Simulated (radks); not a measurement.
The mean radii <r> (bohr) of the occupied orbitals of an atom or ion are listed with their occupations. Calculated with a radial shooting solver on a logarithmic mesh with Libxc functionals: Dirac Kohn-Sham, LDA (Slater exchange, Perdew-Wang correlation), spin-unpolarised, spherical densities, point nucleus.

| orbital | occ. | <r> |
|---|---|---|
| 1s1/2 | 2 | 0.01967 |
| 2s1/2 | 2 | 0.08279 |
| 2p1/2 | 2 | 0.06875 |
| 2p3/2 | 4 | 0.07624 |
| 3s1/2 | 2 | 0.2165 |
| 3p1/2 | 2 | 0.2062 |
| 3p3/2 | 4 | 0.2203 |
| 3d3/2 | 4 | 0.1936 |
| 3d5/2 | 6 | 0.1979 |
| 4s1/2 | 2 | 0.4877 |
| 4p1/2 | 2 | 0.4952 |
| 4p3/2 | 4 | 0.5277 |
| 4d3/2 | 4 | 0.5522 |
| 4d5/2 | 6 | 0.5636 |
| 5s1/2 | 2 | 1.192 |
| 5p1/2 | 2 | 1.335 |
| 5p3/2 | 4 | 1.444 |
| 4f5/2 | 5.57143 | 0.7300 |
| 4f7/2 | 7.42857 | 0.7450 |
| 5d3/2 | 0.4 | 2.227 |
| 5d5/2 | 0.6 | 2.286 |

Name the element and its charge. Open shells, if any, are shared by 2j + 1.

Answer. Z = 70, ytterbium, charge +2: Yb2+ in [Xe] 4f13 5d1. The 1s radius gives Z: for a bare nucleus <r> = (2 gamma + 1)/(2Z) with gamma = sqrt(1 - (Z/c)^2), 0.01942 bohr for Z = 70, and screening makes it slightly larger (0.01967 here). The occupations add up to 68, and the charge is Z minus that.
